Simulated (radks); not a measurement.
Results of a calculation; reference values are marked as such.
All-electron atom: O V in [He] 2s2.

Code: a radial shooting solver on a logarithmic mesh with Libxc functionals. Model: Dirac Kohn-Sham, BLYP, spin-unpolarised, spherical densities, finite nucleus; Fermi nuclear charge, rms radius 2.6991 fm.

Energy parts (eV):
total: -1862.039
kinetic: 1862.397
electron-nucleus: -4018.326
Hartree: 459.102
exchange-correlation: -165.212

Orbitals (lengths in bohr, moments of r in powers of bohr; r(90%) holds 90 % of the orbital's charge):
| orbital | occ. | eigenvalue (eV) | r(90%) | <1/r> | <r^2> |
|---|---|---|---|---|---|
| 1s1/2 | 2 | -621.3368 | 0.355 | 7.657 | 0.05322 |
| 2s1/2 | 2 | -102.6908 | 1.44 | 1.573 | 1.019 |

The highest occupied level is 2s1/2 at -102.69 eV. Summed over all electrons, <r^2> = 2.144 bohr^2, which gives a Langevin (diamagnetic) susceptibility term of -1.7 x 10^-6 cm^3/mol.
